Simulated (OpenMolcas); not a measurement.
# Ne III: the spin-orbit constant, worked from levels

```json
{
 "Program": "OpenMolcas 26.06",
 "Basis": "ANO-RCC-VTZP [4s3p2d1f]",
 "Scalar Hamiltonian": "DKH2, point nucleus",
 "Active space": "6 electrons in 9 orbitals (RAS2 2s 2p; RAS3 3d, at most 2 electrons)",
 "State averaging": "2S+1 = 3 even, 3 roots; 2S+1 = 1 even, 6 roots; 2S+1 = 3 odd, 3 roots; 2S+1 = 1 odd, 3 roots",
 "Spin-orbit coupling": "RASSI with atomic mean-field integrals over the reference wave functions, term energies averaged over their components"
}
```

Methods: RASSCF; SS-RASPT2, IPEA 0.25 Eh, imaginary shift 0.1 Eh (closed shells correlated: 1s). Measured levels: Moore, Atomic Energy Levels, vol. I, NSRDS-NBS 35 (1971 reprint of NBS Circular 467, 1949).

**The spin-orbit constant.** For the Hund term ³P of p4, E(J) = (A/2) J(J+1) + constant and ζ = -2S·A = -2A. From J = 0 to J = 2 the energy changes by 3 A.

```csv
Source,E(2) - E(0),A,ζ
RASSCF,-881.1,-293.7,587
SS-RASPT2,-881.0,-293.7,587
measured,-927.0,-309.0,618
```

All in cm-1. SS-RASPT2 is off by -5.0 % and RASSCF by -5.0 %. Both methods take the spin-orbit matrix elements from the reference wave functions, so the second can move ζ only through the term energies and any multistate remixing. Second-order mixing with other terms is absorbed into this ζ.

Active for correlation alone: 3d; no level in the range computed is led by a configuration that fills it, so any true level of that kind is missing. Measured partners are found by configuration, term and J. A level has none where our copy of the source lacks it or the pairing is in doubt (some pairs that miss far off the trend of their configuration count as doubtful), and it then counts in no deviation. Levels of configurations outside the active space are missing.
